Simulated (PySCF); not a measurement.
**SbCl and its ions**

UHF; Sb cc-pVDZ-PP with ECP28, Cl cc-pV(D+d)Z; scalar-relativistic core potentials (PySCF 2.14). Neutral (UHF): triplet (π ↑↑), Re = 2.385 Å, ωe = 364 cm⁻¹, De = 1.55 eV, HOMO -9.16 eV, LUMO 0.47 eV.

SbCl⁺ (UHF): doublet (π ↑), Re = 2.260 Å, ωe = 453 cm⁻¹, De = 1.68 eV to Sb⁺ + Cl. The energies at the minima are -698.80097 hartree for SbCl and -698.48961 for SbCl⁺.

Question: Work out the adiabatic ionisation energy, without and with harmonic zero-point energies (1 hartree = 27.2114 eV, 1 eV = 8065.5 cm⁻¹), and the change of the bond length.

Answer: At UHF: 0.31136 hartree = 8.473 eV between the minima; the zero-point term (453.0 − 364.0)/2 cm⁻¹ = +0.006 eV makes it 8.478 eV. Re changes by -12.5 pm against the neutral. The electron leaves a π orbital; in so polar a molecule the change of length follows mostly from the change of the ionic charges.

Spin–orbit coupling is left out, which matters for elements this heavy, above all for dissociation energies. For an ion De counts to the pair picked by the measured ionisation energies or electron affinities, which need not be the lowest pair at this level. Hartree–Fock leaves out correlation, which carries a large part of most bond energies and some tenths to 1 eV of ionisation energies. States were picked by a PBE0 search and need not be the measured ground states.
